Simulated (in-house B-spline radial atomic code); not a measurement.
**Functionals against ionisation energies along an isoelectronic series: Kr to Mo⁶⁺**

Ionisation energies as differences of self-consistent total energies from an all-electron radial atomic-structure program (B-spline basis): all electrons, radial basis limit, scalar-relativistic (one-electron X2C), spin-polarised at highest spin, spherical densities; exact exchange is averaged over the determinants of each configuration. No spin-orbit coupling, Breit or QED terms. NIST's values run from ground level to ground level, so in open shells the differences also hold multiplet and fine-structure energies that spherical high-spin averages miss. Columns give computed minus NIST, in eV; a star marks a semi-empirical value. Species are left out where the tabulated value is theory, is uncertain by more than 0.12 eV, or (13 ions, such as In⁴⁺, Te⁴⁺ and Bi⁴⁺) lies off its series for all methods alike, which flatters the means a little.

```csv
species,shell,NIST (eV),PBEsol,BLYP,TPSSh,wB97X,BHandHLYP
Kr,4p,14.00,+0.07,-0.08,+0.20,-0.03,+0.02
Rb⁺,4p,27.29,?,?,?,?,?
Sr²⁺,4p,42.88,+0.11,-0.07,+0.32,+0.02,+0.16
Zr⁴⁺,4p,80.35 ± 0.007*,+0.28,+0.09,+0.54,+0.20,+0.37
Nb⁵⁺,4p,102.07 ± 0.006*,+0.39,+0.19,+0.67,+0.32,+0.49
Mo⁶⁺,4p,125.64 ± 0.03*,+0.58,+0.38,+0.89,+0.52,+0.70
```

Question: What are the differences for Rb⁺ ([Ar] 3d10 4s2 4p6)?

Answer: PBEsol +0.07; BLYP -0.09; TPSSh +0.25; wB97X -0.02; BHandHLYP +0.09 eV.

Question: How do the methods rank, and which species is hardest?

Answer: Mean absolute (signed) differences: BLYP 0.15 (+0.07) eV; wB97X 0.19 (+0.17) eV; PBEsol 0.25 (+0.25) eV; BHandHLYP 0.30 (+0.30) eV; TPSSh 0.48 (+0.48) eV. For Mo⁶⁺, which loses a 4p electron, the nearest method is off by +0.38 eV, the largest such miss.
